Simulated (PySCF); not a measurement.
I3In (SMILES [I][In]([I])[I]), singlet, at a GFN2-xTB geometry (such geometries of metal compounds can be far from the true shape) (core potentials on I, In); B3LYP5/def2-SVP (PySCF).

Input for PySCF:
```python
from pyscf import gto, scf, dft

mol = gto.Mole()
mol.atom = '''
    In   -0.00000000   -0.00000000    0.00000000
    I     2.54499834   -0.41292967   -0.80803752
    I    -0.93309036   -1.23964966    2.21202695
    I    -1.61190798    1.65257933   -1.40398942
'''
mol.basis = 'def2-svp'
mol.ecp = {'I': 'def2-svp', 'In': 'def2-svp'}
mol.verbose = 4
mol.build()

mf = dft.RKS(mol)
mf.xc = 'b3lyp5'
mf.kernel()
```

Output, abridged:

```
PySCF version 2.14.0

[INPUT] verbose = 4
[INPUT] num. atoms = 4
[INPUT] num. electrons = 96
[INPUT] charge = 0
[INPUT] spin (= nelec alpha-beta = 2S) = 0
[INPUT] symmetry False subgroup None
[INPUT] Mole.unit = angstrom
[INPUT] Symbol           X                Y                Z      unit          X                Y                Z       unit  Magmom
[INPUT]  1 In     0.000000000000   0.000000000000   0.000000000000 AA    0.000000000000   0.000000000000   0.000000000000 Bohr   0.0
[INPUT]  2 I      2.544998340000  -0.412929670000  -0.808037520000 AA    4.809349850073  -0.780323985007  -1.526969611173 Bohr   0.0
[INPUT]  3 I     -0.933090360000  -1.239649660000   2.212026950000 AA   -1.763285229872  -2.342598347810   4.180125115657 Bohr   0.0
[INPUT]  4 I     -1.611907980000   1.652579330000  -1.403989420000 AA   -3.046064620201   3.122922332817  -2.653155485587 Bohr   0.0

nuclear repulsion = 520.480805115926
number of shells = 40
number of NR pGTOs = 244
number of NR cGTOs = 104
basis = def2-svp
ecp = {'I': 'def2-svp', 'In': 'def2-svp'}

******** <class 'pyscf.dft.rks.RKS'> ********
method = RKS
initial guess = minao
damping factor = 0
level_shift factor = 0
DIIS = <class 'pyscf.scf.diis.CDIIS'>
diis_start_cycle = 1
diis_space = 8
diis_damp = 0
SCF conv_tol = 1e-09
SCF conv_tol_grad = None
SCF max_cycles = 50
direct_scf = True
direct_scf_tol = 1e-13
XC library pyscf.dft.libxc version 7.1.2
    S. Lehtola, C. Steigemann, M. J. T. Oliveira, and M. A. L. Marques,  SoftwareX 7, 1–5 (2018)
XC functionals = b3lyp5
    P. A. M. Dirac,  Math. Proc. Cambridge Philos. Soc. 26, 376 (1930)
    F. Bloch,  Z. Phys. 57, 545 (1929)
    A. D. Becke,  Phys. Rev. A 38, 3098 (1988)
    C. Lee, W. Yang, and R. G. Parr,  Phys. Rev. B 37, 785 (1988)
    B. Miehlich, A. Savin, H. Stoll, and H. Preuss,  Chem. Phys. Lett. 157, 200 (1989)
    S. H. Vosko, L. Wilk, and M. Nusair,  Can. J. Phys. 58, 1200 (1980)
radial grids:
    Treutler-Ahlrichs [JCP 102, 346 (1995); DOI:10.1063/1.469408] (M4) radial grids

becke partition: Becke, JCP 88, 2547 (1988); DOI:10.1063/1.454033
pruning grids: <function nwchem_prune>
grids dens level: 3
symmetrized grids: False
atomic radii adjust function: <function treutler_atomic_radii_adjust>
small_rho_cutoff = 0
Set gradient conv threshold to 3.16228e-05
Initial guess from minao.
tot grids = 87752
init E= -966.820107616692
  HOMO = -1.85027965242463  LUMO = -1.76650937761494  gap/eV = 2.27951
cycle= 1 E= -1079.46331982746  delta_E= -113  |g|= 4.96  |ddm|= 19.1
  HOMO = -0.004640355155559  LUMO = 0.078443614661329  gap/eV = 2.26083
cycle= 2 E= -1081.27912674548  delta_E= -1.82  |g|= 3.41  |ddm|=   13
  HOMO = -0.309461644161292  LUMO = -0.166415900014035  gap/eV = 3.89247
cycle= 3 E= -1083.36001832681  delta_E= -2.08  |g|= 0.289  |ddm|= 5.03
  HOMO = -0.263751728803059  LUMO = -0.128463671282017  gap/eV = 3.68138
cycle= 4 E= -1083.37802653577  delta_E= -0.018  |g|= 0.12  |ddm|= 0.721
  HOMO = -0.268674401357014  LUMO = -0.124444466560225  gap/eV = 3.92470
cycle= 5 E= -1083.38224097512  delta_E= -0.00421  |g|= 0.0406  |ddm|= 0.247
  HOMO = -0.271485241241027  LUMO = -0.129287687211519  gap/eV = 3.86939
cycle= 6 E= -1083.38286877451  delta_E= -0.000628  |g|= 0.00433  |ddm|= 0.0678
  HOMO = -0.271598326973917  LUMO = -0.129432412272549  gap/eV = 3.86853
cycle= 7 E= -1083.38287410734  delta_E= -5.33e-06  |g|= 0.000439  |ddm|= 0.00573
  HOMO = -0.271574790932443  LUMO = -0.129436760794353  gap/eV = 3.86777
cycle= 8 E= -1083.38287417656  delta_E= -6.92e-08  |g|= 5.75e-05  |ddm|= 0.000892
  HOMO = -0.271573906915549  LUMO = -0.129428870976123  gap/eV = 3.86796
cycle= 9 E= -1083.38287417806  delta_E= -1.5e-09  |g|= 2.8e-06  |ddm|= 0.000127
  HOMO = -0.271573667719785  LUMO = -0.129428871964149  gap/eV = 3.86796
cycle= 10 E= -1083.38287417807  delta_E= -7.28e-12  |g|= 1.94e-07  |ddm|= 5.2e-06
  HOMO = -0.271573684133242  LUMO = -0.129428893240564  gap/eV = 3.86796
Extra cycle  E= -1083.38287417806  delta_E= 3.64e-12  |g|= 2.74e-07  |ddm|= 8.94e-07
converged SCF energy = -1083.38287417806
```
